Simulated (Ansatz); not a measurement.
`CC1[SiH2]C1=S` → `C=CC([SiH3])=S`  (isomerisation)

Gas-phase electronic energies from Ansatz, PBE0-D4/def2-TZVP geometries. CCSD(T)/CBS is the MP2 limit (def2-TZVPP, def2-QZVPP) plus CCSD(T) − MP2 in def2-TZVPP, frozen cores. Functionals use def2-TZVPP. Each species was taken in one conformer, which may not be the lowest.

```csv
level,ΔE (eV)
r2SCAN,-0.49
MP2/def2-TZVPP,-0.57
CCSD/def2-TZVPP,-0.70
MP2/def2-QZVPP,-0.56
```

What does CCSD(T)/CBS give? (Best estimate.)

Ansatz gave: -0.68 eV. The listed levels differ from it by 0.19, 0.11, -0.02, 0.12 eV.

Largest T1 diagnostic among the species: 0.017.

In def2-TZVPP, CCSD(T) changes the Hartree–Fock value by +0.29 eV (the triples alone add +0.01 eV) and MP2 by +0.41 eV.
